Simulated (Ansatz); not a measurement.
Ansatz (a program for electronic structure) input (B97M-V/def2-TZVPD):

Ansatz 0.2 input:
```yaml
crystal:
  periodic: [false, false, false]
  atoms:
    - {symbol: Ag, position_ang: [-0.00000000, -0.00000000, -0.66703697]}
    - {symbol: Cl, position_ang: [0.00000000, 0.00000000, 1.84416103]}
basis:
  gaussian:
    orbitals: def2-TZVPD
hamiltonian:
  xc: {name: B97M-V}
total_charge: -1
magnetization: {spin_polarized: true, initial_magnetization: 1}
output: {forces: true}
```

Output:

```
Functional definition: B97M-V
integrals: 0.03 GiB planned
633 factors; their error is unknown
mean field: 0.37 GiB planned
mean field evaluation 1: about -16519.4477 eV, gradient 2.5e1 eV
mean field evaluation 2: about -16515.4470 eV, gradient 4.5e1 eV
mean field evaluation 4: about -16521.7116 eV, gradient 2.3e0 eV
mean field evaluation 8: about -16521.7400 eV, gradient 2.1e-2 eV
mean field evaluation 16: about -16521.7400 eV, gradient 1.7e-5 eV
mean field -16521.74002565 eV, -607.1627471049 hartree, gradient 1.7e-5 eV, S^2 0.751310; 0 other end points of the search recorded, 0 dependent functions left out
the calculation of the forces begins
reference -16521.74007526 eV, -607.1627489282 hartree; 19, 18 occupied and 67, 68 virtual orbitals, 633 factors
Total energy: -16521.74007526 eV, -607.1627489282 hartree
Atom 0 at    -0.000000    -0.000000    -0.667037 Å, force     0.000000     0.000000     0.004707 eV/Å
Atom 1 at     0.000000     0.000000     1.844161 Å, force    -0.000000     0.000000    -0.004707 eV/Å
Dipole moment:    -0.000000     0.000000    -0.636458 e Å
```

The spin state was set by rule; other spins were not relaxed.
